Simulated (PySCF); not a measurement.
**Worked example: chemical shift, span and skew from a shielding tensor**

H₆NSi₂, SMILES [SiH3][N][SiH3] (connectivity only; charge and spin as stated), charge -1, multiplicity 1. Atoms are numbered in the order given.

```xyz
9

Si     1.5521     0.0000     0.0709
N      0.0000     0.0000    -0.5292
Si    -1.5521     0.0000     0.0709
H      2.6096     0.0000    -1.0191
H      1.9689     1.1855     0.9393
H      1.9689    -1.1855     0.9393
H     -1.9689    -1.1855     0.9393
H     -2.6096     0.0000    -1.0191
H     -1.9689     1.1855     0.9393
```
Charge -1, spin multiplicity 1.

Geometry optimised at PBE0-D3(BJ)/def2-SVPD. The spin state was assumed, not searched. The isomer is the one that the SMILES or the coordinates give; other isomers of the formula were not compared.

GIAO shieldings from PBE0/pcSseg-1 in PySCF, non-relativistic, no solvent. The symmetric part of the tensor of Si1 has the principal values 374.6, 387.1, 560.4 ppm. The same nucleus in TMS has σ = 352.7 ppm at this level (PySCF, at its B3LYP-D3(BJ)/def2-TZVP geometry).

Task: Work out the isotropic shielding, the ²⁹Si shift against TMS, the span and the skew.

Result: 
σ(iso) = (σ11 + σ22 + σ33)/3 = 440.7 ppm. δ = σ(ref) − σ(iso) = 352.7 − (440.7) = -88.0 ppm.
Span Ω = σ33 − σ11 = 185.8 ppm. Skew κ = 3(σ(iso) − σ22)/Ω = 0.87. Tumbling in solution averages the tensor to δ; in a static solid the shielding alone would spread this spin-1/2 line over Ω.
